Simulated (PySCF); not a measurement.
Cost against size for one kind of job: PBE0-D3(BJ)/def2-SVP geometry optimisation, gas phase in PySCF; work: geometry optimisation from a GFN2-xTB start shaken at random. Hardware: one thread, Arm Neoverse V1 (aarch64) (shared host). Other jobs ran on the host; a repeat could differ by tens of per cent or more. Peak memory is the resident size of the whole Python process, interpreter and libraries included.

```
            species (SMILES)  atoms  electrons  basis functions  SCF cycles  gradient evaluations  wall time  peak memory
         [CH3][Al]([Br])[Br]      7         92              111          39                     6          ?            ?
                O=CCO[SiH2]O     12         56              118          88                    12          ?            ?
                    B1OCCCO1     13         46              119          33                     5       28 s     0.50 GiB
C[B@@H-]1[NH2+][BH2-][PH2+]1     15         48              124          95                    17       99 s     0.50 GiB
        P[Si@H]1C[C@@H](I)C1     14        108              144          53                     8       99 s     0.65 GiB
       CC[P@@]1(=S)C=C(F)CC1     19         86              184          35                     5    1.7 min     0.79 GiB
```

**Question.** Estimate the withheld figures.

**Answer.** `[CH3][Al]([Br])[Br]`: 40 s, 0.47 GiB; `O=CCO[SiH2]O`: 64 s, 0.51 GiB.
